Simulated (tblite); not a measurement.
C6H7FN (doublet state).
Atom-mapped SMILES: `[H]/[N:1]=[CH:2]\[C@@H:3]1[C:4]([F:5])[C:6]12[CH2:7][CH2:8]2` (hydrogens: H9 on N1; H10 on C2; H11 on C3; H12, H13 on C7; H14, H15 on C8)

Computed geometry: GFN2-xTB, gas phase. This method treats the open shell by occupation alone, without spin polarisation.

**Question.** What internal coordinates does the optimisation give?

**Answer.** 
| bond | length (Å) | order |
| --- | --- | --- |
| N1=C2 | 1.255 | double |
| C2–C3 | 1.474 | single |
| C3–C4 | 1.496 | single |
| C4–F5 | 1.346 | single |
| C4–C6 | 1.425 | single |
| C6–C7 | 1.490 | single |
| C7–C8 | 1.506 | single |
| C3–C6 | 1.536 | single |
| C6–C8 | 1.484 | single |
| N1–H9 | 1.020 | single |
| C2–H10 | 1.086 | single |
| C3–H11 | 1.089 | single |
| C7–H12 | 1.081 | single |
| C7–H13 | 1.080 | single |
| C8–H14 | 1.080 | single |
| C8–H15 | 1.080 | single |

Orders are formal, as drawn. A selection of angles:
| angle | degrees |
| --- | --- |
| C2–N1–H9 | 115.4 |
| N1–C2–C3 | 127.7 |
| N1–C2–H10 | 116.8 |
| C3–C2–H10 | 115.5 |
| C2–C3–C4 | 119.8 |
| C2–C3–C6 | 118.1 |
| C2–C3–H11 | 114.5 |
| C4–C3–C6 | 56.1 |
| C4–C3–H11 | 117.9 |
| C6–C3–H11 | 118.3 |
| C3–C4–F5 | 124.0 |
| C3–C4–C6 | 63.4 |
| F5–C4–C6 | 126.5 |
| C4–C6–C7 | 141.0 |
| C4–C6–C8 | 140.8 |
| C7–C6–C8 | 60.8 |
| C3–C6–C4 | 60.6 |
| C3–C6–C7 | 136.8 |
| C3–C6–C8 | 133.5 |
| C6–C7–C8 | 59.4 |
| C6–C7–H12 | 117.4 |
| C6–C7–H13 | 118.1 |
| C8–C7–H12 | 118.3 |
| C8–C7–H13 | 119.0 |
| H12–C7–H13 | 114.1 |
| C7–C8–H14 | 118.5 |
| C7–C8–H15 | 118.4 |
| C6–C8–C7 | 59.8 |
| C6–C8–H14 | 117.8 |
| C6–C8–H15 | 117.9 |
| H14–C8–H15 | 114.1 |

Torsions: N1–C2–C3–C4 -147° (anticlinal); C2–C3–C4–F5 137° (anticlinal); C3–C4–C6–C7 -129° (anticlinal); C4–C6–C7–C8 -136° (anticlinal); C2–C3–C6–C4 109° (anticlinal); C4–C6–C8–C7 136° (anticlinal); H9–N1–C2–C3 0° (synperiplanar).

The 7 C–C bonds span 1.425 Å (C4–C6, drawn single) to 1.536 Å (C3–C6, drawn single), a spread of 0.111 Å. C4 (carbon bonded to 2 C and F) is pyramidal (angles 126.5°, 124.0° and 63.4°, sum 313.9°, 0.52 Å off the plane of its three neighbours). Of the pairs four or more bonds apart, H9···H11 is among the closest relative to their van der Waals radii: 2.41 Å, 100 % of the sum of Bondi's values. C2 (carbon bonded to C, N and H) is planar (angles 127.7°, 116.8° and 115.5°, sum 360.0°, 0.00 Å off the plane of its three neighbours). The 3-membered ring C6–C7–C8 has internal angles of 59.4° to 60.8°. The 3-membered ring C3–C4–C6 has internal angles of 56.1° to 63.4°.

Point group: C1 (no symmetry element, even within 0.4 Å). Its GFN2-xTB frequencies are all real (lowest 77 cm⁻¹).

One conformer stands for the species.
